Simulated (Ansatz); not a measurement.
The same path of CH9AlSi3 (14 atoms, charge 0, multiplicity 1) was run twice with different band settings. The coordinate that changes most is the dihedral H7–Al1–Si2–Si3.

All numbers below come from RKS B3LYP-D4/6-31G* (Ansatz 0.2.0).

Relaxed end points:

```xyz
14
Properties=species:S:1:pos:R:3
Al 0.208 1.698 1.348
Si -1.706 1.023 -0.067
Si -0.700 -0.744 -1.207
C 0.348 -1.814 0.009
Si 1.498 -0.481 -0.696
H 0.943 3.077 1.065
H 0.472 0.885 2.689
H -2.934 0.557 0.648
H -2.135 2.046 -1.066
H -1.176 -1.437 -2.432
H 0.574 -2.812 -0.378
H 0.095 -1.852 1.068
H 1.674 0.654 0.298
H 2.827 -0.828 -1.250
```

```xyz
14
Properties=species:S:1:pos:R:3
Al -0.497 3.212 -0.381
Si -1.427 1.024 0.206
Si -0.022 -0.611 -0.696
C 0.111 -2.324 0.172
Si 1.761 -1.411 0.469
H 0.450 3.988 0.636
H -0.768 3.834 -1.821
H -1.428 0.771 1.678
H -2.825 0.811 -0.281
H 0.046 -0.674 -2.181
H 0.129 -3.200 -0.478
H -0.532 -2.486 1.039
H 2.029 -0.986 1.865
H 2.959 -1.977 -0.199
```

Common settings: movable images 7; climbing image yes; optimiser quadratic models (default); start path IDPP; force threshold 0.03 eV/Å; end points relaxed.

| run | spring | iteration limit |
| --- | --- | --- |
| 1 | 5.0 eV/Å² | 59 |
| 2 | 20.0 eV/Å² | 60 |

Problem. What does each run give, and how far can it be trusted?

Solution. Run 1: converged after 36 iterations, highest image 0.135 eV above the first end. A vibrational analysis at the climbing image gives one clearly imaginary mode, 64i cm⁻¹, and a faint second one (21i cm⁻¹) that may be numerical noise or a soft torsion: probably a first-order saddle point.
Run 2: converged after 31 iterations, highest image 0.149 eV above the first end. The order of the stationary point at the top wasn't checked.
